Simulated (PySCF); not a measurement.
C7H8S.
Atom-mapped SMILES: `[CH2:1]=[CH:2][CH2:3][c:4]1[cH:5][cH:6][cH:7][s:8]1` (hydrogens: H9, H10 on C1; H11 on C2; H12, H13 on C3; H14 on C5; H15 on C6; H16 on C7)

The same species was optimised twice, with GFN2-xTB and with PBE0-D3(BJ)/def2-SVP (PySCF), and the same property calculations (PySCF, gas phase) were run on both structures.

```csv
coordinate,GFN2-xTB,PBE0-D3(BJ)/def2-SVP,change
C6–C7 (Å),1.356,1.370,+0.014
C1=C2 (Å),1.319,1.333,+0.014
C4–C5 (Å),1.360,1.373,+0.013
C5–C6 (Å),1.414,1.423,+0.009
C3–C4 (Å),1.494,1.501,+0.007
C4–S8 (Å),1.734,1.727,-0.007
C7–S8 (Å),1.720,1.717,-0.003
C2–C3 (Å),1.502,1.502,0.000
C2–C3–C4 (°),110.1,112.4,+2.3
C4–S8–C7 (°),91.3,92.5,+1.2
C6–C7–S8 (°),111.9,111.2,-0.7
C5–C4–S8 (°),111.0,110.5,-0.5
C1–C2–C3 (°),124.3,124.7,+0.4
C3–C4–C5 (°),127.9,128.2,+0.3
C3–C4–S8 (°),121.1,121.2,+0.1
C4–C5–C6 (°),113.2,113.1,-0.1
C1–C2–C3–C4 (°),-122,-121,+1
C2–C3–C4–C5 (°),79,77,-2
```

Rotational constants: A = 3997, B = 1096, C = 935.9 MHz (GFN2-xTB) against A = 4034, B = 1069, C = 913.9 MHz (PBE0-D3(BJ)/def2-SVP). Point groups within 0.08 Å: C1 and C1.

On the GFN2-xTB structure: lowest singlet, TDDFT (eV) 5.58 [wB97X-D/def2-SVPD]; lowest triplet, Tamm–Dancoff (eV) 3.77 [wB97X-D/def2-SVPD]; isotropic polarisability (au) 98.1 [wB97X-D/def2-SVPD]; HOMO (eV) -8.41 [wB97X-D/def2-SVPD]; LUMO (eV) 1.22 [wB97X-D/def2-SVPD]; dipole (D) 0.55 [wB97X-D/def2-SVPD]; HOMO (eV) -6.62 [PBE0/pcSseg-1]; LUMO (eV) -0.44 [PBE0/pcSseg-1]; dipole (D) 0.48 [PBE0/pcSseg-1]; GIAO shielding of C1 (ppm) 68.4 [PBE0/pcSseg-1]; GIAO shielding of C2 (ppm) 38.0 [PBE0/pcSseg-1]; GIAO shielding of C3 (ppm) 146.8 [PBE0/pcSseg-1]; GIAO shielding of C4 (ppm) 33.8 [PBE0/pcSseg-1]; GIAO shielding of C5 (ppm) 56.1 [PBE0/pcSseg-1]; GIAO shielding of C6 (ppm) 54.7 [PBE0/pcSseg-1]; GIAO shielding of C7 (ppm) 55.7 [PBE0/pcSseg-1]; GIAO shielding of S8 (ppm) 273.6 [PBE0/pcSseg-1].

Question: What do these properties become on the PBE0-D3(BJ)/def2-SVP structure?

Answer: 
```tsv
property	level	on GFN2-xTB	on PBE0-D3(BJ)/def2-SVP	change
lowest singlet, TDDFT (eV)	wB97X-D/def2-SVPD	5.58	5.57	-0.01
lowest triplet, Tamm–Dancoff (eV)	wB97X-D/def2-SVPD	3.77	3.73	-0.04
isotropic polarisability (au)	wB97X-D/def2-SVPD	98.1	99.8	+1.7
HOMO (eV)	wB97X-D/def2-SVPD	-8.41	-8.42	-0.01
LUMO (eV)	wB97X-D/def2-SVPD	1.22	1.18	-0.04
dipole (D)	wB97X-D/def2-SVPD	0.55	0.52	-0.03
energy, GFN2-xTB geometry as zero (kcal/mol)	wB97X-D/def2-SVPD	0.0	-1.3	-1.3
HOMO (eV)	PBE0/pcSseg-1	-6.62	-6.63	-0.01
LUMO (eV)	PBE0/pcSseg-1	-0.44	-0.48	-0.04
dipole (D)	PBE0/pcSseg-1	0.48	0.45	-0.03
energy, GFN2-xTB geometry as zero (kcal/mol)	PBE0/pcSseg-1	0.0	-0.6	-0.6
GIAO shielding of C1 (ppm)	PBE0/pcSseg-1	68.4	63.7	-4.7
GIAO shielding of C2 (ppm)	PBE0/pcSseg-1	38.0	35.8	-2.2
GIAO shielding of C3 (ppm)	PBE0/pcSseg-1	146.8	146.4	-0.4
GIAO shielding of C4 (ppm)	PBE0/pcSseg-1	33.8	34.3	+0.5
GIAO shielding of C5 (ppm)	PBE0/pcSseg-1	56.1	53.1	-3.0
GIAO shielding of C6 (ppm)	PBE0/pcSseg-1	54.7	51.6	-3.1
GIAO shielding of C7 (ppm)	PBE0/pcSseg-1	55.7	54.0	-1.7
GIAO shielding of S8 (ppm)	PBE0/pcSseg-1	273.6	269.5	-4.1
```

The heavy atoms differ by 0.035 Å rms after alignment. Among bonds between heavy atoms C1=C2, C4–C5 and C6–C7 change most and about equally (+0.013 to +0.014 Å). Changes are differences of the printed values. Neither structure is proved a minimum here.

Shape of the structure used: `[CH2:1]=[CH:2][CH2:3][c:4]1[cH:5][cH:6][cH:7][s:8]1`: C1–C2–C3–C4 -121°, C2–C3–C4–C5 77°.

wB97X-D is run here without its empirical dispersion term; that term would change no orbital, density or response property at a fixed geometry.
